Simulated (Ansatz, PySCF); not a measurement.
Noncovalent pair: H3NSe (SMILES N[SeH]) (first 5 atoms) with HF (SMILES F); geometry from B3LYP-D3(BJ)/def2-TZVP, rigid monomers moved along the line of their centres of mass till N1···H7 is 1.94 Å.
(charge 0, multiplicity 1):
```xyz
7

N     -1.001     0.600     0.760
Se    -0.201    -0.947     0.049
H     -0.826     1.398     0.160
H     -2.001     0.468     0.859
H     -0.929    -0.997    -1.240
F      0.109     1.160     3.370
H     -0.288     1.016     2.511
```

Interaction energies are E(AB) − E(A) − E(B) at the monomers' geometry in the complex; basis-set methods are counterpoise corrected.

Cores are frozen in the correlated methods. Filled d and f shells under p-block atoms count as core. CBS(a, b) extrapolates the correlation energy as X⁻³ and adds the Hartree–Fock energy of set b.

The values were computed with Ansatz (a first-principles code) with Gaussian orbitals; PySCF for the dispersion terms. 

PBE/def2-TZVPPD gives -10.34 kcal/mol for the interaction energy.

How do the other levels lie against it? Give each less PBE: PBE-D3(BJ)/def2-TZVPPD, r2SCAN/def2-TZVPPD, B3LYP/def2-TZVPPD, wB97M-V/def2-TZVPPD, MP2/CBS(aug-cc-pVDZ, aug-cc-pVTZ), CCSD(T)/CBS(aug-cc-pVDZ, aug-cc-pVTZ).

PBE-D3(BJ)/def2-TZVPPD -0.66; r2SCAN/def2-TZVPPD -0.02; B3LYP/def2-TZVPPD 0.55; wB97M-V/def2-TZVPPD 0.12; MP2/CBS(aug-cc-pVDZ, aug-cc-pVTZ) 0.31; CCSD(T)/CBS(aug-cc-pVDZ, aug-cc-pVTZ) 0.40 kcal/mol. 4 of 6 lie above PBE; the widest gap is to PBE-D3(BJ)/def2-TZVPPD.
